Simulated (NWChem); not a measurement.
System: C2H4NO, doublet; SMILES C([NH])(=O)C

NWChem printed, in part:

```
             Northwest Computational Chemistry Package (NWChem) 7.3.0
             --------------------------------------------------------

 CS  symmetry detected

                             Geometry "geometry" -> ""
                             -------------------------

 Output coordinates in angstroms (scale by  1.889725989 to convert to a.u.)

  No.       Tag          Charge          X              Y              Z
 ---- ---------------- ---------- -------------- -------------- --------------
    1 C                    6.0000    -0.00642003     1.41083536     0.00000000
    2 C                    6.0000     0.02687714    -0.08180081     0.00000000
    3 N                    7.0000    -1.08026994    -0.75563863     0.00000000
    4 O                    8.0000     1.05930313    -0.77906214     0.00000000
    5 H                    1.0000     0.51390846     1.78111872    -0.88089220
    6 H                    1.0000    -1.03643449     1.75173934     0.00000000
    7 H                    1.0000     0.51390846     1.78111872     0.88089220
    8 H                    1.0000    -1.02666049    -1.76621650     0.00000000

 Effective nuclear repulsion energy (a.u.)     114.5856235277

      Symmetry information
      --------------------

 Group name             Cs
 Group number              2
 Group order               2
 No. of unique centers     7

                                Z-matrix (autoz)
                                --------

 Units are Angstrom for bonds and degrees for angles

[...]

      ----------------------
      Optimization converged
      ----------------------

  Step       Energy      Delta E   Gmax     Grms     Xrms     Xmax
  ---- ---------------- -------- -------- -------- -------- --------
@    5    -208.13524540 -8.7D-08  0.00004  0.00001  0.00025  0.00071
                                     ok       ok       ok       ok

                                Z-matrix (autoz)
                                --------

 Units are Angstrom for bonds and degrees for angles

      Type          Name      I     J     K     L     M      Value     Gradient
      ----------- --------  ----- ----- ----- ----- ----- ---------- ----------
    1 Stretch                  1     2                       1.48960   -0.00003
    2 Stretch                  1     5                       1.09997    0.00001
    3 Stretch                  1     6                       1.09746   -0.00001
    4 Stretch                  1     7                       1.09997    0.00001
    5 Stretch                  2     3                       1.30114    0.00002
    6 Stretch                  2     4                       1.26101   -0.00004
    7 Stretch                  3     8                       1.02411    0.00003
    8 Bend                     1     2     3               122.37961    0.00000
    9 Bend                     1     2     4               121.97333   -0.00001
   10 Bend                     2     1     5               109.75257    0.00000
   11 Bend                     2     1     6               109.56826    0.00001
   12 Bend                     2     1     7               109.75257    0.00000
   13 Bend                     2     3     8               117.03546    0.00000
   14 Bend                     3     2     4               115.64706    0.00000
   15 Bend                     5     1     6               110.04052   -0.00001
   16 Bend                     5     1     7               107.66206   -0.00000
   17 Bend                     6     1     7               110.04052   -0.00001
   18 Torsion                  1     2     3     8         180.00000    0.00000
   19 Torsion                  3     2     1     5        -120.93520   -0.00000
   20 Torsion                  3     2     1     6           0.00000   -0.00000
   21 Torsion                  3     2     1     7         120.93520    0.00000
   22 Torsion                  4     2     1     5          59.06480   -0.00000
   23 Torsion                  4     2     1     6         180.00000    0.00000
   24 Torsion                  4     2     1     7         -59.06480    0.00000
   25 Torsion                  4     2     3     8           0.00000   -0.00000

                         Geometry "geometry" -> "geometry"
                         ---------------------------------

 Output coordinates in angstroms (scale by  1.889725989 to convert to a.u.)

[...]

 Rotational Constants
 --------------------
 A=   0.428056 cm-1  (  0.615863 K)
 B=   0.303106 cm-1  (  0.436092 K)
 C=   0.183595 cm-1  (  0.264147 K)

 Temperature                      =   298.15K
 frequency scaling parameter      =   1.0000

 Zero-Point correction to Energy  =   36.708 kcal/mol  (  0.058498 au)
 Thermal correction to Energy     =   39.500 kcal/mol  (  0.062948 au)
 Thermal correction to Enthalpy   =   40.093 kcal/mol  (  0.063892 au)

 Total Entropy                    =   67.606 cal/mol-K
   - Translational                =   38.079 cal/mol-K (mol. weight =  58.0293)
   - Rotational                   =   23.720 cal/mol-K (symmetry #  =        1)
   - Vibrational                  =    5.807 cal/mol-K

 Cv (constant volume heat capacity) =   13.875 cal/mol-K
   - Translational                  =    2.979 cal/mol-K
   - Rotational                     =    2.979 cal/mol-K
   - Vibrational                    =    7.917 cal/mol-K

[normal modes left out]

 ----------------------------------------------------------------------------
 Normal Eigenvalue ||           Projected Infra Red Intensities
  Mode   [cm**-1]  || [atomic units] [(debye/angs)**2] [(KM/mol)] [arbitrary]
 ------ ---------- || -------------- ----------------- ---------- -----------
    1    -1509.414 ||    1.363218          31.451      1328.932     157.323
    2       -0.000 ||    0.000016           0.000         0.015       0.002
    3       -0.000 ||    0.000085           0.002         0.083       0.010
    4       -0.000 ||    0.000503           0.012         0.490       0.058
    5       -0.000 ||    0.000063           0.001         0.061       0.007
    6        0.000 ||    0.000556           0.013         0.542       0.064
    7        0.000 ||    0.000707           0.016         0.689       0.082
    8      115.340 ||    0.001635           0.038         1.594       0.189
    9      407.236 ||    0.016496           0.381        16.081       1.904
   10      531.535 ||    0.008273           0.191         8.065       0.955
   11      532.607 ||    0.022505           0.519        21.939       2.597
   12      862.881 ||    0.343073           7.915       334.445      39.593
   13      933.398 ||    0.106786           2.464       104.100      12.324
   14     1001.295 ||    0.007616           0.176         7.424       0.879
   15     1044.285 ||    0.001004           0.023         0.978       0.116
   16     1362.972 ||    0.007398           0.171         7.212       0.854
   17     1400.418 ||    0.034790           0.803        33.915       4.015
   18     1437.164 ||    0.010535           0.243        10.270       1.216
   19     1463.628 ||    0.008576           0.198         8.360       0.990
   20     1609.522 ||    0.119024           2.746       116.031      13.736
   21     3074.154 ||    0.000650           0.015         0.634       0.075
   22     3172.709 ||    0.000559           0.013         0.545       0.064
   23     3199.968 ||    0.000104           0.002         0.102       0.012
   24     3540.728 ||    0.025453           0.587        24.813       2.937
 ----------------------------------------------------------------------------

 ===============================================================================
      Negative Nuclear Hessian Mode    1  Eigenvalue =  -1509.41 cm**(-1)
 -------------------------------------------------------------------------------
   Raw step length:  0.431 angstroms ;  The Raw step for this mode is:
    1 C                    6.0000     0.00000001    -0.00000000     0.00247325
    2 C                    6.0000    -0.00000002    -0.00000000    -0.06386749
    3 N                    7.0000     0.00000000     0.00000000     0.05489882
    4 O                    8.0000     0.00000001    -0.00000000     0.02421292
    5 H                    1.0000    -0.00062760     0.00527898     0.00348969
    6 H                    1.0000    -0.00000000    -0.00000001    -0.00118695
    7 H                    1.0000     0.00062760    -0.00527898     0.00348970
    8 H                    1.0000     0.00000003     0.00000000    -0.42184150

  Geometry after  100.0% step for mode  1; Step length =  0.431 angstroms
   Maximum component (any atom: x,y, or z) displacement:  0.797
    1 C                    6.0000    -0.00259028     1.40859967     0.00247325
    2 C                    6.0000    -0.00499275    -0.08099712    -0.06386749
    3 N                    7.0000    -1.10495446    -0.77602035     0.05489882
    4 O                    8.0000     1.06364040    -0.75045918     0.02421292
    5 H                    1.0000     0.52956818     1.78476355    -0.88449191
    6 H                    1.0000    -1.03606707     1.77783763    -0.00118695
    7 H                    1.0000     0.53082337     1.77420559     0.89147130
    8 H                    1.0000    -1.01121513    -1.79583574    -0.42184150

  Geometry after -100.0% step for mode  1; Step length =  0.431 angstroms
   Maximum component (any atom: x,y, or z) displacement:  0.797
    1 C                    6.0000    -0.00259029     1.40859968    -0.00247325
    2 C                    6.0000    -0.00499271    -0.08099712     0.06386749
    3 N                    7.0000    -1.10495447    -0.77602036    -0.05489882
    4 O                    8.0000     1.06364039    -0.75045918    -0.02421292
    5 H                    1.0000     0.53082337     1.77420559    -0.89147130
    6 H                    1.0000    -1.03606706     1.77783766     0.00118695
    7 H                    1.0000     0.52956818     1.78476355     0.88449191
    8 H                    1.0000    -1.01121520    -1.79583574     0.42184150

  Geometry after   50.0% step for mode  1; Step length =  0.215 angstroms
   Maximum component (any atom: x,y, or z) displacement:  0.399
    1 C                    6.0000    -0.00259028     1.40859967     0.00123663
    2 C                    6.0000    -0.00499274    -0.08099712    -0.03193374
    3 N                    7.0000    -1.10495447    -0.77602036     0.02744941
    4 O                    8.0000     1.06364040    -0.75045918     0.01210646
    5 H                    1.0000     0.52988197     1.78212406    -0.88623676
    6 H                    1.0000    -1.03606707     1.77783764    -0.00059348
    7 H                    1.0000     0.53050957     1.77684508     0.88972645
    8 H                    1.0000    -1.01121515    -1.79583574    -0.21092075

  Geometry after  -50.0% step for mode  1; Step length =  0.215 angstroms
   Maximum component (any atom: x,y, or z) displacement:  0.399
    1 C                    6.0000    -0.00259028     1.40859968    -0.00123663
    2 C                    6.0000    -0.00499272    -0.08099712     0.03193374
    3 N                    7.0000    -1.10495447    -0.77602036    -0.02744941
    4 O                    8.0000     1.06364040    -0.75045918    -0.01210646
    5 H                    1.0000     0.53050957     1.77684508    -0.88972645
    6 H                    1.0000    -1.03606706     1.77783765     0.00059348
    7 H                    1.0000     0.52988198     1.78212406     0.88623675
    8 H                    1.0000    -1.01121518    -1.79583574     0.21092075

  Geometry after   25.1% step for mode  1; Step length =  0.108 angstroms
   Maximum component (any atom: x,y, or z) displacement:  0.200
    1 C                    6.0000    -0.00259028     1.40859967     0.00062051
    2 C                    6.0000    -0.00499273    -0.08099712    -0.01602366
    3 N                    7.0000    -1.10495447    -0.77602036     0.01377352
    4 O                    8.0000     1.06364040    -0.75045918     0.00607476
    5 H                    1.0000     0.53003832     1.78080901    -0.88710608
    6 H                    1.0000    -1.03606707     1.77783764    -0.00029779
    7 H                    1.0000     0.53035323     1.77816013     0.88885713
    8 H                    1.0000    -1.01121516    -1.79583574    -0.10583545

  Geometry after  -25.1% step for mode  1; Step length =  0.108 angstroms
   Maximum component (any atom: x,y, or z) displacement:  0.200
    1 C                    6.0000    -0.00259028     1.40859968    -0.00062051
    2 C                    6.0000    -0.00499272    -0.08099712     0.01602366
    3 N                    7.0000    -1.10495447    -0.77602036    -0.01377352
    4 O                    8.0000     1.06364040    -0.75045918    -0.00607476
    5 H                    1.0000     0.53035323     1.77816013    -0.88885713
    6 H                    1.0000    -1.03606706     1.77783765     0.00029779
    7 H                    1.0000     0.53003832     1.78080901     0.88710608
    8 H                    1.0000    -1.01121517    -1.79583574     0.10583545

  Geometry after   12.5% step for mode  1; Step length =  0.054 angstroms
   Maximum component (any atom: x,y, or z) displacement:  0.100
    1 C                    6.0000    -0.00259028     1.40859968     0.00031026
    2 C                    6.0000    -0.00499273    -0.08099712    -0.00801183
    3 N                    7.0000    -1.10495447    -0.77602036     0.00688676
    4 O                    8.0000     1.06364040    -0.75045918     0.00303738
    5 H                    1.0000     0.53011704     1.78014679    -0.88754384
    6 H                    1.0000    -1.03606706     1.77783765    -0.00014890
    7 H                    1.0000     0.53027450     1.77882235     0.88841937
    8 H                    1.0000    -1.01121516    -1.79583574    -0.05291772

  Geometry after  -12.5% step for mode  1; Step length =  0.054 angstroms
   Maximum component (any atom: x,y, or z) displacement:  0.100
    1 C                    6.0000    -0.00259028     1.40859968    -0.00031026
    2 C                    6.0000    -0.00499273    -0.08099712     0.00801183
    3 N                    7.0000    -1.10495447    -0.77602036    -0.00688676
    4 O                    8.0000     1.06364040    -0.75045918    -0.00303738
    5 H                    1.0000     0.53027450     1.77882235    -0.88841937
    6 H                    1.0000    -1.03606706     1.77783765     0.00014890
    7 H                    1.0000     0.53011704     1.78014679     0.88754384
    8 H                    1.0000    -1.01121517    -1.79583574     0.05291772
```

Level: PBE0/def2-SVP, spin-unrestricted. The optimisation ended at a saddle point (imaginary frequency).

Question: Which NWChem input produces such a log?

Answer: One answer among several that fit: the input that was run:
```
start job
memory heap 200 mb stack 900 mb global 1100 mb
geometry units angstroms
  C     -1.403249    -0.417342     0.148281
  C      0.017828     0.014512    -0.003751
  N      0.975894    -0.848588     0.126633
  O      0.394834     1.175019    -0.255081
  H     -1.944381    -0.199770    -0.770196
  H     -1.439435    -1.480035     0.363965
  H     -1.865356     0.147689     0.955177
  H      1.929258    -0.526925     0.018136
end
basis spherical
  * library def2-svp
end
dft
  odft
  mult 2
  xc pbe0
  iterations 150
end
driver
  maxiter 120
end
task dft optimize
task dft freq
```
